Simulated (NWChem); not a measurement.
# SF$_{3}$, doublet; SMILES F[S](F)F

```xyz
4

F      0.3092     0.1257    -1.6496
S      0.3498    -0.1395     0.0000
F      0.3092     0.1257     1.6496
F     -1.2402    -0.0035     0.0000
```
Atoms are numbered in this order, from 1.

Structure relaxed at the PBE0/def2-SVP, spin-unrestricted level. No stability test was run on the SCF state. B3LYP is NWChem's, with the RPA form of VWN correlation.

Symmetry labels are those of Cs in the frame above (b1 and b2, or b-type labels, depend on it).

Question: List the 6 lowest vertical excitations from B3LYP/aug-cc-pVDZ, spin-unrestricted, TDA (NWChem).

Answer: 
| state | energy (eV) | oscillator strength | symmetry of the excitation | <S²> |
|---|---|---|---|---|
| state 1 | 3.29 | 0.007 | a' | 0.76 |
| state 2 | 4.44 | 0.005 | a' | 0.76 |
| state 3 | 4.72 | 0.000 | a" | 0.76 |
| state 4 | 5.34 | 0.001 | a' | 0.76 |
| state 5 | 5.58 | 0.035 | a" | 0.76 |
| state 6 | 5.79 | 0.003 | a' | 0.80 |
